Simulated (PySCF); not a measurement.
CH6O2Si2, SMILES O=C([SiH3])[SiH2]O.

Coordinates come from a B3LYP-D3(BJ)/def2-SVP optimisation. The geometry has at least one imaginary mode, so it is a saddle point at that level. This is a generated structure with no PubChem entry under its InChIKey; it may be hypothetical. One conformer was computed; it need not be the lowest.

Calculation: TDDFT-PBE/def2-SVPD run with PySCF.

Vertical excitations. Gas-phase values at a fixed geometry. State labels are in the subgroup Cs.

```json
[
 {"state": "S1", "symmetry": "A\"", "energy (eV)": "2.55", "λ (nm)": "486", "f": "0.000", "main pairs": "HOMO→LUMO 100 %"},
 {"state": "S2", "symmetry": "A'", "energy (eV)": "4.10", "λ (nm)": "302", "f": "0.009", "main pairs": "HOMO−1→LUMO 99 %"},
 {"state": "S3", "symmetry": "A'", "energy (eV)": "4.54", "λ (nm)": "273", "f": "0.007", "main pairs": "HOMO→LUMO+1 98 %"},
 {"state": "S4", "symmetry": "A'", "energy (eV)": "5.07", "λ (nm)": "244", "f": "0.027", "main pairs": "HOMO→LUMO+2 94 %"},
 {"state": "S5", "symmetry": "A\"", "energy (eV)": "5.28", "λ (nm)": "235", "f": "0.000", "main pairs": "HOMO−2→LUMO 99 %"},
 {"state": "S6", "symmetry": "A'", "energy (eV)": "5.60", "λ (nm)": "221", "f": "0.081", "main pairs": "HOMO→LUMO+3 74 %, HOMO−3→LUMO 22 %"},
 {"state": "S7", "symmetry": "A\"", "energy (eV)": "5.71", "λ (nm)": "217", "f": "0.002", "main pairs": "HOMO−4→LUMO 98 %"},
 {"state": "S8", "symmetry": "A\"", "energy (eV)": "5.89", "λ (nm)": "210", "f": "0.002", "main pairs": "HOMO→LUMO+4 97 %"},
 {"state": "S9", "symmetry": "A'", "energy (eV)": "5.90", "λ (nm)": "210", "f": "0.231", "main pairs": "HOMO−3→LUMO 56 %, HOMO→LUMO+5 19 %, HOMO→LUMO+3 18 %"},
 {"state": "S10", "symmetry": "A'", "energy (eV)": "6.01", "λ (nm)": "206", "f": "0.037", "main pairs": "HOMO−5→LUMO 56 %, HOMO→LUMO+5 37 %"},
 {"state": "T1", "symmetry": "A\"", "energy (eV)": "1.89", "λ (nm)": "656", "f": "0", "main pairs": "HOMO→LUMO 100 %"},
 {"state": "T2", "symmetry": "A'", "energy (eV)": "3.97", "λ (nm)": "312", "f": "0", "main pairs": "HOMO−1→LUMO 100 %"},
 {"state": "T3", "symmetry": "A'", "energy (eV)": "4.29", "λ (nm)": "289", "f": "0", "main pairs": "HOMO→LUMO+1 100 %"},
 {"state": "T4", "symmetry": "A'", "energy (eV)": "4.81", "λ (nm)": "258", "f": "0", "main pairs": "HOMO→LUMO+2 98 %"}
]
```
Triplets are in the Tamm–Dancoff approximation, which puts them higher than full response would, so one can lie above its singlet here.
